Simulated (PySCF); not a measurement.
# Computed properties of Ge(F)(OH)2(NH2) (FGeH4NO2), SMILES [NH2][Ge]([OH])([OH])[F]

Ge(F)(OH)2(NH2) (FGeH4NO2), SMILES [OH][Ge]([OH])([NH2])[F]. The structure is a stationary point at PBE0-D3(BJ)/def2-SVP. One conformer was computed; it need not be the lowest. All values are computed for the isolated molecule unless a solvent is named; none is compared with measurement here.

**Structure.** The optimised structure has Cs symmetry. All 21 harmonic modes at PBE0-D3(BJ)/def2-SVP (PySCF) are real, so it is a minimum. With heavy atoms numbered as in [NH2:1][Ge:2]([OH:3])([OH:4])[F:5], the shortest bond between them is Ge2–F5 at 1.740 Å and the longest N1–Ge2 at 1.782 Å.

**Vibrations.** The strongest infrared lines (harmonic, unscaled, degenerate partners summed) lie at 396 cm⁻¹ (196 km/mol, H 71 %, N 25 %), 768 cm⁻¹ (152 km/mol, O 75 %, Ge 21 %), 900 cm⁻¹ (136 km/mol, H 86 %). The softest mode is at 104 cm⁻¹ and the zero-point energy is 35.1 kcal/mol.

**Electronic structure.** PBE0/def2-TZVP (PySCF) places the frontier levels at -8.27 and -0.15 eV, a gap of 8.12 eV, and gives a dipole moment of 0.60 D and a mean polarisability of 39.5 bohr³. PBE/def2-TZVP (PySCF) at the same geometry gives -6.72 and -1.12 eV, so its gap is 2.52 eV narrower. An orbital gap is neither the optical nor the fundamental gap.

**Excitations.** TDA-PBE0/def2-SVPD (PySCF) has S1 at 6.58 eV (188 nm, f = 0.045, weak); the most intense of the 10 singlets computed lies at 8.44 eV (f = 0.09). T1 (TDA) is at 6.15 eV, 0.43 eV under S1. TDA-PBE/def2-SVPD (PySCF) puts S1 at 5.58 eV. No vertical singlet excitation falls in the visible range (under 3.1 eV).

**NMR.** GIAO shifts at PBE0/pcSseg-1 (PySCF) (non-relativistic, atoms alike by connectivity averaged): ¹H from 1.2 to 1.7 ppm against TMS; ¹⁹F at -157.4 ppm against CFCl3.
